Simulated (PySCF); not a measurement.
Isomers of C10H20, mass 140.157 u with the commonest isotopes. Method: PySCF 2.14.0, PBE0-D3(BJ)/def2-SVP geometry optimisation, gas phase. One conformer each, none proved a minimum here; rigid rotors.

Task: Order these by rotational constant A, largest first.
A. `[CH3:1][CH:2]([CH3:3])[CH2:4][CH2:5][CH:6]1[CH2:7][CH2:8][CH2:9][CH2:10]1` with C1–C2–C4–C5 172°, C2–C4–C5–C6 -177°, C4–C5–C6–C7 64°, C5–C6–C7–C8 150°, C6–C7–C8–C9 1°, C7–C8–C9–C10 -25°, C8–C9–C10–C6 40°
B. `[CH3:1][C:2]([CH3:3])([CH3:4])[CH:5]1[CH2:6][CH2:7][CH2:8][CH2:9][CH2:10]1` with C2–C5–C6–C7 175°, C5–C6–C7–C8 56°, C6–C7–C8–C9 -54°, C7–C8–C9–C10 54°
C. `[CH3:1][CH2:2][CH2:3][CH2:4][CH:5]1[CH2:6][CH2:7][CH2:8][CH2:9][CH2:10]1` with C1–C2–C3–C4 179°, C2–C3–C4–C5 176°, C3–C4–C5–C6 -173°, C4–C5–C6–C7 180°, C5–C6–C7–C8 55°, C6–C7–C8–C9 -55°, C7–C8–C9–C10 55°

Result: C (3435 MHz), A (3325 MHz), B (2259 MHz).

Task: Order these by out-of-plane moment Σ m c² = (Ia + Ib − Ic)/2, smallest first.
A. `[CH3:1][C:2]([CH3:3])([CH3:4])[CH:5]1[CH2:6][CH2:7][CH2:8][CH2:9][CH2:10]1` with C2–C5–C6–C7 175°, C5–C6–C7–C8 56°, C6–C7–C8–C9 -54°, C7–C8–C9–C10 54°
B. `[CH3:1][CH2:2][CH2:3][CH2:4][CH:5]1[CH2:6][CH2:7][CH2:8][CH2:9][CH2:10]1` with C1–C2–C3–C4 179°, C2–C3–C4–C5 176°, C3–C4–C5–C6 -173°, C4–C5–C6–C7 180°, C5–C6–C7–C8 55°, C6–C7–C8–C9 -55°, C7–C8–C9–C10 55°
C. `[CH3:1][CH:2]([CH3:3])[CH2:4][CH2:5][CH:6]1[CH2:7][CH2:8][CH2:9][CH2:10]1` with C1–C2–C4–C5 172°, C2–C4–C5–C6 -177°, C4–C5–C6–C7 64°, C5–C6–C7–C8 150°, C6–C7–C8–C9 1°, C7–C8–C9–C10 -25°, C8–C9–C10–C6 40°

Result: C (22.92 u·Å²), B (24.54 u·Å²), A (68.87 u·Å²).

```csv
SMILES,point group,Ia (u·Å²),Ib (u·Å²),Ic (u·Å²),κ,μa (D),μb (D),μc (D)
CC(C)CCC1CCCC1,C1,151.99,983.52,1089.67,-0.97,0.03,0.01,0.01
CCCCC1CCCCC1,C1,147.14,995.36,1093.41,-0.97,0.01,0.01,0.03
CC(C)(C)C1CCCCC1,Cs,223.76,581.52,667.53,-0.85,0.01,0.00,0.00
```
